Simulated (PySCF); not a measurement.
**Dipole response of Mo(3+) (molybdenum, charge +3)**

[Kr] 4d3, high-spin 4F determinant. Computed with PySCF 2.14 in aug-cc-pVTZ-DK, with the spin-free X2C one-electron Hamiltonian (Gaussian nucleus). Coupled (time-dependent) response in atomic units; α is the mean over directions.

```json
{"method": "BP86", "mean α (bohr³)": "5.894", "C₆ (like pair)": "26.22", "S(−4)": "10.43"}
```

S(−4) is the Cauchy moment in α(ω) = α(0) + S(−4) ω² + …

Spin-orbit coupling is absent.

α(iu) at BP86:

```tsv
u (hartree)	α(iu) (bohr³)
0	5.894
0.0500	5.868
0.100	5.793
0.200	5.525
0.300	5.166
0.500	4.404
0.750	3.586
1.00	2.944
1.50	2.040
2.00	1.465
3.00	0.8357
5.00	0.3651
```

For an ion, C₆ is the dispersion term alone; charge-induced terms of lower order in 1/R come first.
